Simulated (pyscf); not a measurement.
H₂C=Se → :HC–SeH [singlet], a hydrogen shift (singlet surface; C–H broken, H–Se formed). Single points on ωB97X-D3(BJ)/def2-SVP structures (PySCF, gas phase). MP2 and CC: frozen core, UHF for open shells. ΔMP2 is the change of the MP2 total energy from the triple- to the quadruple-zeta basis. Energies in kcal/mol from the reactant's lowest minimum found.

Small-basis levels: PySCF, no dispersion term, spherical d functions. 

Question: In single points BP86/6-31G*+LANL2DZ puts the saddle at 88.9 kcal/mol and the reaction energy at +60.2 kcal/mol. Should these be trusted to within a few kcal/mol? Compare with CCSD(T)/def2-TZVPP + ΔMP2(QZVPP).

Answer: CCSD(T)/def2-TZVPP + ΔMP2(QZVPP) gives ΔE‡ = 81.1 kcal/mol and ΔE = +49.0 kcal/mol. BP86/6-31G*+LANL2DZ lies 7.7 kcal/mol over it in the barrier and 11.1 kcal/mol over it in the reaction energy, so on this step it does not hold to within 3.0 kcal/mol. CCSD(T)/def2-TZVPP + ΔMP2(QZVPP) has limits of its own. This is the saddle that the search found; another between the same sides may lie lower. A restricted solution here is unstable towards spin polarisation, so biradical character is likely and single-reference numbers are less safe. The CCSD(T) − MP2 part came from Ansatz, without density fitting, on the same reference. The frozen core leaves the outer d or s,p core shells of the metals and heavy elements correlated in the MP2 and CC values, and def2-TZVPP describes them poorly, which can shift differences by a few kcal/mol. In the def2 sets elements up to Kr have no core potential.
